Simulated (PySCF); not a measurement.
Compound: CH4F3PSi.
SMILES with atom numbers: `[F:1][C:2]([F:3])([F:4])[SiH2:5][PH2:6]` (hydrogens: H7, H8 on Si5; H9, H10 on P6)

A GFN2-xTB structure was refined with PBE0-D3(BJ)/def2-SVP geometry optimisation, gas phase (PySCF 2.14.0). Its GFN2-xTB values:

```
  coordinate  GFN2-xTB
       F1–C2   1.362 Å
      C2–Si5   1.948 Å
      Si5–P6   2.214 Å
      Si5–H7   1.477 Å
       P6–H9   1.409 Å
    F1–C2–F3    107.5°
   F1–C2–Si5    111.6°
   C2–Si5–P6    103.1°
F1–C2–Si5–P6       84°
```

How do these coordinates change at the PBE0-D3(BJ)/def2-SVP level?

```json
{"coordinate": "Si5–P6", "PBE0-D3(BJ)/def2-SVP (Å or °)": "2.258", "change": "+0.044"}
{"coordinate": "P6–H9", "PBE0-D3(BJ)/def2-SVP (Å or °)": "1.429", "change": "+0.020"}
{"coordinate": "F1–C2", "PBE0-D3(BJ)/def2-SVP (Å or °)": "1.344", "change": "-0.018"}
{"coordinate": "Si5–H7", "PBE0-D3(BJ)/def2-SVP (Å or °)": "1.491", "change": "+0.014"}
{"coordinate": "C2–Si5", "PBE0-D3(BJ)/def2-SVP (Å or °)": "1.937", "change": "-0.011"}
{"coordinate": "C2–Si5–P6", "PBE0-D3(BJ)/def2-SVP (Å or °)": "106.4", "change": "+3.3"}
{"coordinate": "F1–C2–Si5", "PBE0-D3(BJ)/def2-SVP (Å or °)": "111.2", "change": "-0.4"}
{"coordinate": "F1–C2–F3", "PBE0-D3(BJ)/def2-SVP (Å or °)": "107.2", "change": "-0.3"}
{"coordinate": "F1–C2–Si5–P6", "PBE0-D3(BJ)/def2-SVP (Å or °)": "61", "change": "-23"}
```

The energy falls by 12.2 kJ/mol over 10 energy and gradient evaluations, the largest force component goes from 0.0165 to 4.3e-04 Eh/bohr, and the atoms move by 0.267 Å rms after alignment. Among the bonds, Si5–P6 and P6–H10 change most and about equally (+0.043 to +0.044 Å). Bonds longer at the end by more than 0.005 Å: 5 of 9; shorter: 4. Among the dihedrals that turn most is F4–C2–Si5–P6, from -34° to -59°. Rotational constants go from 3848, 1363, 1254 to 3926, 1314, 1218 MHz.

The run used 112 basis functions and 66 SCF cycles in all.

No PBE0-D3(BJ)/def2-SVP frequencies stand behind this structure, so it isn't proved a minimum. The numbers are those of one conformer.
